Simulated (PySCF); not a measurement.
Two-dimensional NMR puzzle

Compound of formula C5H4F6O. Correlations simulated from computed shifts and the bond graph:

HSQC (one-bond C–H):
```tsv
δH	δC
1.67	13.3
1.36	13.3
```

COSY cross peaks (H two or three bonds apart, from the bond graph; peaks can be absent where the dihedral angle is near 90°):
```tsv
δH	δH
1.67	1.36
```

HMBC (two and three bonds, from the bond graph):
```tsv
δH	δC
1.67	132.7, 63.4, 13.3
1.36	132.7, 63.4, 13.3
```

Carbons without hydrogens: δ 132.7, 131.3, 63.4.

PySCF calculation with σ from GIAO-PBE0/pcSseg-1 and structure optimised with GFN2-xTB; averaged over atoms made equivalent by symmetry, fast rotation or ring inversion, no solvent, single conformer, non-relativistic Hamiltonian.

δ = σ(ref) − σ, references computed at the same level: 1H (31.72 ppm), 13C (186.93 ppm) against TMS.

Exchangeable hydrogens are left out of these lists.

Assemble the structure.

## Answers

`FC(F)(F)OC1(C(F)(F)F)CC1`.

Atom-mapped SMILES (the numbers label the heavy atoms): `[F:1][C:2]([F:3])([F:4])[O:5][C:6]1([C:7]([F:8])([F:9])[F:10])[CH2:11][CH2:12]1` (H(Xn): hydrogen on atom n).

1. δC 132.7 is C7, a CF3 carbon.
2. δC 131.3 is C2, a CF3 carbon.
3. δC 63.4 is C6, a three-membered-ring carbon.
4. δC 13.3 is C11/C12, a three-membered-ring carbon (δH 1.67, 1.36).
5. HMBC from δH 1.67 reaches the proton-free carbons C7, C6.
6. HMBC from δH 1.36 reaches the proton-free carbons C7, C6.
7. COSY links 1.67–1.36.

This is the structure that produced the data.

Shifts are as computed. Against solution values, carbons near 30 ppm lie about +3 ppm off and those near 130 ppm about +5 ppm. Of 1211 compounds with measured shifts, 218 miss one by over three times the rms of a fit or turn the order of signals round; such compounds aren't used in these exercises.
